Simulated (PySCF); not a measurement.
## Chlorine: highly charged ions in a basis for the neutral atom

Cl¹³⁺ [He] 2s2, Cl¹⁴⁺ [He] 2s1. All numbers are calculated (PySCF 2.14, scalar relativity by spin-free X2C-1e, in x2c-TZVPall). No spin-orbit coupling, so a gap to NIST mixes the basis error with missing relativistic terms.

Changed run: basis of the neutral atom used for a highly charged ion. This setting is unsound on purpose.

```tsv
species	method	sound run (hartree)	changed run (hartree)	converged
Cl¹³⁺	UHF	not run	-336.36528	yes
Cl¹³⁺	MN15	not run	-336.60527	yes
Cl¹³⁺	M06-2X	not run	-336.57005	yes
Cl¹⁴⁺	UHF	not run	-309.06533	yes
Cl¹⁴⁺	MN15	not run	-309.23128	yes
Cl¹⁴⁺	M06-2X	not run	-309.15703	yes
```

Ionisation energy of Cl¹³⁺:

```
method  changed run (eV)      NIST (eV)
   UHF            742.87  750.23 ± 0.19
  MN15            744.88  750.23 ± 0.19
M06-2X            745.95  750.23 ± 0.19
```

The contracted functions were made for the neutral atom and can be too rigid for a highly charged ion.
